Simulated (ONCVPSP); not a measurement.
## Potentials for iron compared

Generated with ld1.x 7.5 (TM, RRKJ, ultrasoft, PAW), atompaw 4.2 or ONCVPSP 4.0.1. The cutoff is in Ry: for ld1.x and atompaw files where the sum of valence levels is converged to 10 mRy in a Bessel basis, for ONCV files where the hardest occupied wave has 1 mHa per electron of residual kinetic energy. The error is the largest all-electron minus pseudo excitation energy over each file’s own four to seven test configurations (ionisations up to +4, promotions, holes and added fractions of an electron), all of which were solved. The labels leave out finer settings (local radius, basis sizes, second energies), which also bear on the numbers. Spin-polarised tests are not counted. The rows are a selection from randomly drawn settings: files with unsolved tests, undetermined cutoffs or missed reference levels are left out.

A true bound ghost makes a file unfit for plane-wave use even where its test errors are small: the radial tests pick states by their node count and pass the ghost by.

```tsv
potential	cutoff (Ry)	largest error (meV)	bound ghosts
ONCV, PBEsol, scalar-relativistic, rc 1.30/0.95/1.45 (spd), local smoothed, core correction yes, reference 3s2 3p6 3d6 4s2, qcut 11.9/7.2/12.9, projectors 2/2/2	110	+6.4	none
ONCV, PBEsol, scalar-relativistic, rc 1.60/1.10/1.15 (spd), local smoothed, core correction yes, reference 3s2 3p6 3d6 4s2, qcut 9.4/9.8/11.6, projectors 2/2/2	119	-1.3	none
ONCV, PBE, fully relativistic, rc 1.60/1.30/1.65 (spd), local smoothed, core correction yes, reference 3s2 3p6 3d6 4s1, qcut 6.7/12/9.6, projectors 2/2/1	74	+20	none
ONCV, PBE, scalar-relativistic, rc 0.85/0.80/1.25/1.10 (spdf), local smoothed, core correction no, reference 3s2 3p6 3d5, qcut 6.5/9.8/10/9.7, projectors 1/1/2/3	470	+1170	f
ONCV, PBE, scalar-relativistic, rc 2.65/0.75/1.45 (spd), local smoothed, core correction no, reference 3p6 3d6 4s2, qcut 2.6/12.8/9.9, projectors 1/1/3	131	+26	s
ONCV, PBE, scalar-relativistic, rc 1.45/1.70/1.45 (spd), local d, core correction yes, reference 3s2 3p6 3d6 4s1 4p1, qcut 9.3/7.3/9.1, projectors 2/2/0	73	-561	s
ONCV, PBE, scalar-relativistic, rc 1.20/1.00/0.95 (spd), local smoothed, core correction yes, reference 3s2 3p6 3d6 4s1, qcut 9.2/11.8/15.6, projectors 2/3/2	198	-44	none
```

(1) Fill in the row for Fe: ONCV, PBE, fully relativistic, rc 1.25/1.05/1.85 (spd), local smoothed, core correction yes, reference 3s2 3p6 3d6 4s2, qcut 12/16/9.7, projectors 2/2/3.

(2) Fill in the row for Fe: ONCV, PBE, scalar-relativistic, rc 1.55/1.20/1.15 (spd), local d, core correction yes, reference 3s2 3p6 3d6 4s2, qcut 6.7/10.2/13.3, projectors 2/2/0.

## Answers

(1) cutoff 153 Ry, largest error +111 meV, bound ghosts: none.

(2) cutoff 138 Ry, largest error -22 meV, bound ghosts: none.
